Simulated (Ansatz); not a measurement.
```yaml
crystal:
  periodic: [false, false, false]
  atoms:
    - {symbol: C, position_ang: [-0.759999, 1.204634, -1.340736]}
    - {symbol: Si, position_ang: [-0.416108, 0.241872, 0.344330]}
    - {symbol: C, position_ang: [1.200789, 0.937103, 1.231413]}
    - {symbol: Si, position_ang: [-0.174383, -2.168035, -0.091470]}
    - {symbol: H, position_ang: [-1.713734, 0.822229, -1.850033]}
    - {symbol: H, position_ang: [-0.887824, 2.328458, -1.145139]}
    - {symbol: H, position_ang: [0.112208, 1.069037, -2.073972]}
    - {symbol: H, position_ang: [-1.644402, 0.433399, 1.300802]}
    - {symbol: H, position_ang: [1.090766, 2.058476, 1.450528]}
    - {symbol: H, position_ang: [1.392823, 0.398381, 2.225458]}
    - {symbol: H, position_ang: [2.125102, 0.794521, 0.566532]}
    - {symbol: H, position_ang: [0.088321, -2.961796, 1.230820]}
    - {symbol: H, position_ang: [1.031859, -2.432745, -1.054433]}
    - {symbol: H, position_ang: [-1.458754, -2.756196, -0.763755]}
basis:
  gaussian: {orbitals: cc-pVTZ-PP, nuclear_model: gaussian, point_charges: [{charge: -1.00, position_ang: [5.108, 0.980, -0.179]}]}
hamiltonian: {xc: {name: PBE}}
output: {forces: true}
```

```sh
$ ansatz run in.yaml --threads 4 --pin off --events-out ev --progress --plain --max-ram 10444MiB
```

It prints (some lines left out):

```
Functional definition: PBE
Error: <dir> the basis set cc-pVTZ-PP has no functions for C
```

**Question.** Something in this input is off. What?

**Answer.** The basis set is misnamed or doesn't suit the job. The program refused the input.
